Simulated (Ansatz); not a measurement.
Geometry optimisation, DFT r2SCAN, scalar-relativistic, plane waves, PAW (Ansatz 0.2.0).

Input:

```yaml
crystal:
  lattice:
    - [7.398, 0.0, 0.0]
    - [-3.699, 6.406856, 0.0]
    - [0.0, 0.0, 11.0]
  atoms:
    - { symbol: C, position: [0.0, 0.0, 0.0909091] }
    - { symbol: C, position: [0.2222222, 0.1111111, 0.0909091] }
    - { symbol: C, position: [0.0, 0.3333333, 0.0909091] }
    - { symbol: C, position: [0.2222222, 0.4444444, 0.0909091] }
    - { symbol: C, position: [0.0, 0.6666667, 0.0909091] }
    - { symbol: C, position: [0.2222222, 0.7777778, 0.0909091] }
    - { symbol: C, position: [0.3333333, 0.0, 0.0909091] }
    - { symbol: C, position: [0.5555556, 0.1111111, 0.0909091] }
    - { symbol: C, position: [0.3333333, 0.3333333, 0.0909091] }
    - { symbol: C, position: [0.5555556, 0.4444444, 0.0909091] }
    - { symbol: C, position: [0.3333333, 0.6666667, 0.0909091] }
    - { symbol: C, position: [0.5555556, 0.7777778, 0.0909091] }
    - { symbol: C, position: [0.6666667, 0.0, 0.0909091] }
    - { symbol: C, position: [0.8888889, 0.1111111, 0.0909091] }
    - { symbol: C, position: [0.6666667, 0.3333333, 0.0909091] }
    - { symbol: C, position: [0.8888889, 0.4444444, 0.0909091] }
    - { symbol: C, position: [0.6666667, 0.6666667, 0.0909091] }
    - { symbol: C, position: [0.8888889, 0.7777778, 0.0909091] }
    - { symbol: Br, position: [0.9759211, 0.4905735, 0.2672727], spin: 1.0 }
magnetization:
  spin_polarized: true
basis:
  ecutwfc: 500.0
kpoints:
  mp_grid: { grid: [2, 2, 1] }
hamiltonian:
  xc: r2scan
scf:
  occupations: { method: gaussian, width: 0.02 }
  lower_state_search: "off"
relax:
  f_tol: 0.03
  max_steps: 60
  adjacent_minimum: "off"
```

Command:

```bash
$ ansatz run input.yaml --threads 4 --pin off --max-ram 10240MiB --backend cpu --events-out ev --progress --plain --runs-dir out
```

Q: Where does it end, and by what steps?

A: The run converged. The force dipped under the threshold on the way, but the program's further checks kept it going. Limits of this set-up: coarse k mesh, slab without dipole correction. After 9 steps the energy has fallen by 2.702 eV; Br19 moved furthest, 1.10 Å. Parted: C16–Br19 (2.02 → 2.92 Å).

```
step  energy less start (eV)  largest force component (eV/Å)  accepted
   0                  0.0000                           7.658       yes
   1                 -1.3975                           4.084       yes
   2                 -2.0297                           1.849       yes
   3                 -2.3463                           1.659       yes
   4                 -2.5713                           0.728       yes
   5                 -2.6589                           0.695       yes
   6                 -2.6999                           0.163       yes
   7                 -2.7008                           0.188       yes
   8                 -2.7024                           0.012       yes
   9                 -2.7024                           0.012       yes
```

```xyz
19
Lattice="7.3980 0.0000 0.0000 -3.6990 6.4069 0.0000 0.0000 0.0000 11.0000" Properties=species:S:1:pos:R:3
C 0.025 0.016 0.940
C 1.257 0.727 0.944
C -1.208 2.150 0.954
C 0.024 2.862 0.941
C -2.442 4.288 0.954
C -1.209 4.998 0.941
C 2.490 0.016 0.940
C 3.723 0.728 0.941
C 1.257 2.150 0.940
C 2.491 2.862 0.941
C 0.025 4.287 0.943
C 1.257 4.998 0.943
C 4.956 0.014 0.943
C 6.189 0.727 0.941
C 3.722 2.150 0.953
C 4.957 2.863 0.988
C 2.490 4.287 0.943
C 3.724 4.998 0.941
Br 4.968 2.871 3.909
```

Whether the end is a true minimum wasn't checked by a vibrational analysis.

The run took 4.4 min on 4 threads of Intel(R) Xeon(R) Platinum 8488C (Sapphire Rapids), on a shared host, peak memory 2 GiB.
